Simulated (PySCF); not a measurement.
Gas-phase thermal properties of Ge3H8

Computed with PySCF and rigid-rotor harmonic-oscillator thermochemistry at 1 bar. 6-31G* has spherical d functions here. All species are closed-shell singlets. B3LYP is the form with VWN-RPA correlation. Ge: all electrons, no relativistic terms. The harmonic model lacks anharmonicity and excited electronic states, which grow with temperature; levels with a mode under 35 cm⁻¹ are left out. Internal rotation in Ge3H8 is treated as a harmonic vibration of one conformer, which makes the entropy rough.

```json
[
 {"level": "B3LYP/6-31G*", "point group": "C2v", "σ": "2", "ZPE (kJ/mol)": "161.1", "S°298 (J/mol/K)": "389.6", "Cp298 (J/mol/K)": "127.0", "S°1000 (J/mol/K)": "597.0", "H1000 − H298 (kJ/mol)": "126.4"},
 {"level": "HF/6-31G*", "point group": "C2v", "σ": "2", "ZPE (kJ/mol)": "172.8", "S°298 (J/mol/K)": "381.0", "Cp298 (J/mol/K)": "119.8", "S°1000 (J/mol/K)": "581.1", "H1000 − H298 (kJ/mol)": "122.3"},
 {"level": "PBE/def2-SVP", "point group": "C2v", "σ": "2", "ZPE (kJ/mol)": "157.8", "S°298 (J/mol/K)": "390.5", "Cp298 (J/mol/K)": "129.2", "S°1000 (J/mol/K)": "600.1", "H1000 − H298 (kJ/mol)": "127.6"},
 {"level": "PBE0/def2-TZVP", "point group": "C2v", "σ": "2", "ZPE (kJ/mol)": "163.4", "S°298 (J/mol/K)": "386.6", "Cp298 (J/mol/K)": "126.6", "S°1000 (J/mol/K)": "593.2", "H1000 − H298 (kJ/mol)": "125.9"}
]
```
σ: rotational symmetry number. Electronic degeneracy used: 1. Frequencies are unscaled.
